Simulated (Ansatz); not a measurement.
Ansatz (a program for electronic structure) input:

Ansatz 0.2 input:
```yaml
crystal:
  periodic: [false, false, false]
  atoms:
    - {symbol: V, position_ang: [-0.00632350, -0.01615469, 0.02478859]}
    - {symbol: Cl, position_ang: [1.54225581, -0.54842097, -1.18657477]}
    - {symbol: Cl, position_ang: [0.42001845, 0.45175874, 1.96080844]}
    - {symbol: Cl, position_ang: [-0.77458128, 1.68514067, -0.79179118]}
    - {symbol: Cl, position_ang: [-1.21730592, -1.65217761, 0.11719702]}
basis:
  gaussian:
    orbitals: def2-TZVP
hamiltonian:
  xc: b3lyp
  dispersion: d3bj
magnetization: {spin_polarized: true, initial_magnetization: 1}
relax: {f_tol: 0.002, max_steps: 150}
```

**Question.** What final total energy does it print?

**Answer.** -2785.16491 Eh (B3LYP-D3(BJ)/def2-TZVP). The basis has 193 functions.

The spin state was set by rule; other spins were not relaxed.
